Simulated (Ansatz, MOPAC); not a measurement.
Diatomic Cd2, closed-shell singlet (lowest of 2S+1 = 1, 3 at CCSD(T)/def2-TZVPP on PBE0 minima; our sources give no spin for the ground state, which may be another). No spin–orbit coupling.

Constants: fifth-degree fit in 1/R to seven points, most abundant isotopes. Runs in def2 and cc sets follow the lowest solution found near the PBE0 minimum. The singlet is held restricted. HF and MP2 rows in def2 and cc sets belong to the determinant that coupled cluster picked by its CCSD energy.

The values were computed with Ansatz (Gaussian orbitals); MOPAC for PM6 (differences of heats of formation).  In def2 rows elements past Kr take small-core potentials, without spin–orbit coupling.

| level | r_e (Å) | ω_e (cm⁻¹) | B_e (cm⁻¹) | α_e (cm⁻¹) |
|---|---|---|---|---|
| PM6 | 3.730 | 110 | 0.0213 | 9.6e-5 |
| PBE/def2-TZVPP | 3.503 | 36 | 0.0241 | 0.00039 |
| B97M-V/def2-TZVPP | 3.722 | 28 | 0.0214 | 0.00030 |
| PBE0/def2-TZVPP | 3.587 | 32 | 0.0230 | 0.00041 |
| wB97M-V/def2-TZVPP | 3.764 | 26 | 0.0209 | 0.00037 |
| MP2/def2-TZVPP | 3.691 | 24 | 0.0217 | 0.00053 |
| MP2/def2-QZVPP | 3.587 | 31 | 0.0230 | 0.00027 |
| MP2/CBS(def2-TZVPP, def2-QZVPP) | 3.547 | 35 | 0.0235 | 0.00019 |

Correlated levels freeze the inner cores; with def2 sets outer-core shells near the valence are correlated too. CBS(a, b) extrapolates the correlation energy as X⁻³ and adds the Hartree–Fock energy of set b. The state that PM6 reach isn't checked.

Ansatz is a first-principles code.
